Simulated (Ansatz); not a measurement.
`N#CC[SiH3]` → `C1=NC[SiH2]1`  (isomerisation)

Isolated molecules relaxed with PBE0-D4/def2-TZVP in Ansatz; ΔE leaves out vibrations. CBS: MP2 limit from def2 TZ/QZ plus the TZ coupled-cluster correction, frozen cores. DFT in def2-TZVPP.

```csv
level,ΔE (kcal/mol)
LDA (SPW92),17.7
revPBE,25.2
RPA@PBE/def2-TZVPP,28.3
CCSD/def2-SVP,32.8
```

(1) What does CCSD(T)/CBS give? (Best estimate.)

Largest T1 diagnostic among the species: 0.013.

## Answers

(1) Ansatz gave: +27.1 kcal/mol. The listed levels differ from it by -9.4, -1.9, 1.2, 5.7 kcal/mol.

At CCSD(T), def2-SVP lies +5.0 kcal/mol from the extrapolated value and def2-TZVPP +1.7 kcal/mol. In def2-TZVPP, CCSD(T) changes the Hartree–Fock value by −6.8 kcal/mol (the triples alone add −1.0 kcal/mol) and MP2 by −4.8 kcal/mol.
